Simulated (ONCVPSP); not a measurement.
**Pt (Z = 78), ONCV: configuration errors across variants**

```
Element                 : platinum
Generator               : ONCVPSP 4.0.1
Type                    : optimised norm-conserving Vanderbilt (ONCV)
Functional              : PBE
Relativity              : scalar-relativistic
Frozen core             : [Kr] 4d10 4f14 5s2
Valence charge          : 16
Reference configuration : 5p6 5d9 6s1
Partial waves           : 6s: rc 2.55 bohr, ncon 4, nbas 6, qcut 2.7 1/bohr, 3 projectors, debl 1.8 Ha; 5p: rc 1.85 bohr, ncon 4, nbas 7, qcut 6.1 1/bohr, 2 projectors, debl 2.2 Ha; 5d: rc 1.90 bohr, ncon 3, nbas 8, qcut 8.2 1/bohr, 3 projectors, debl 0.5 Ha
Local potential         : polynomial inside 1.50 bohr (lpopt 5, dvloc0 0 Ha)
Core correction         : Teter function, fcfact 4.75, rcfact 1.6
```

All-electron excitation energies from the reference (eV): (1) 5p6 5d9 6s0 9.194; (2) 5p6 5d8 6s0 29.160; (3) 5p6 5d7 6s0 61.377; (4) 5p6 5d9 6s0.5 3.694.

A true bound ghost makes a file unfit for plane-wave use even where its test errors are small: the radial tests pick states by their node count and pass the ghost by.

Errors AE − PS in meV (a dash: test not solved or not reliable):

```tsv
change	(1)	(2)	(3)	(4)	bound ghosts	GHOST(+) flags above zero
base	-18	-11	-26	-4.6	none	s
p: nproj 0; local potential the p channel	-17	-11	-23	-4.5	none	s
s: debl 1.35	-18	-11	–	-4.6	s	none
core correction none	-14	+0.1	+18	-4.0	none	s
d: nbas 6	-18	-11	-26	-4.6	none	s
d: ncon 5, nbas 10	-18	-11	-26	-4.6	none	s
d: rc 1.85, qcut 8.4	-18	-11	-26	-4.6	none	s
```

(1) Give the same row for: s: qcut 2.4; p: qcut 5.4; d: qcut 7.3.

## Answers

(1) -16, -12, -29, -4.2; bound ghosts: none; GHOST(+) flags above zero: s.
